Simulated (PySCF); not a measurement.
TaN2: from structure and modes to constants

Method: UPBE0 in PySCF with Ta def2-TZVP with ECP60, N def2-TZVP; scalar-relativistic core potentials, no spin–orbit coupling; density-fitted integrals.

The doublet minimum has C2v symmetry. Masses (u): Ta 180.94800, N 14.00307.

```xyz
3
charge 0 multiplicity 2, angstrom
Ta    0.0000    0.0000   -0.2500
N     0.6159    0.0000    1.6152
N    -0.6159    0.0000    1.6152
```

Harmonic wavenumbers (cm⁻¹): 484.6 (a1, ×1), 710.8 (b2, ×1), 1555.3 (a1, ×1).

What is the harmonic zero-point energy?

Half the sum of all 3 wavenumbers, 2751/2 = 1375 cm⁻¹, which is 16.5 kJ/mol (1 cm⁻¹ = 0.0119627 kJ/mol).

Find the vibrational entropy and heat capacity at 298.15 K.

With u = 1.43878 ω/T, each mode gives S = R[u/(eᵘ−1) − ln(1−e⁻ᵘ)] and C = R u² eᵘ/(eᵘ−1)².
```json
{"ω (cm⁻¹)": "484.6", "u": "2.339", "S (J/(mol K))": "2.92", "C (J/(mol K))": "5.37"}
{"ω (cm⁻¹)": "710.8", "u": "3.430", "S (J/(mol K))": "1.23", "C (J/(mol K))": "3.38"}
{"ω (cm⁻¹)": "1555.3", "u": "7.505", "S (J/(mol K))": "0.04", "C (J/(mol K))": "0.26"}
```
The sums over all modes are S = 4.2 and C = 9.0 J/(mol K); the softest mode gives 70 % of the entropy.

Give the standard entropy (298.15 K, 1 bar) by its translational, rotational, vibrational and spin parts, and Cp.

Sackur–Tetrode with M = 208.95 u gives 175.5; rotation with symmetry number 2 gives 90.0; vibration 4.2; spin R ln 2 = 5.8. The total is 275.4 J/(mol K), and Cp = 4 R + 9.0 = 42.3 J/(mol K).

The determinant is spin-contaminated (⟨S²⟩ = 1.01, pure value 0.75). Only a few start shapes were tried, so a lower isomer may exist. Other spin states or occupations of the open shell can lie lower. Spin–orbit coupling, left out here, can matter for elements this heavy.
